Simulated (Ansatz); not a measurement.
**Question.** Name a neutral molecule of C, N, Y and H with LUMO energy (PBE/def2-TZVPP) between -2.45 and -2.15 eV and HOMO energy (PBE/def2-TZVPP) between -5.25 and -4.95 eV (Ansatz, PBE0-D4/def2-TZVP geometry).

**Answer.** `[CH3][Y]([CH3])[NH2]` (-2.27 eV, -4.97 eV). Other molecules can fit too; these were computed, each in one conformer that needn't be the lowest.
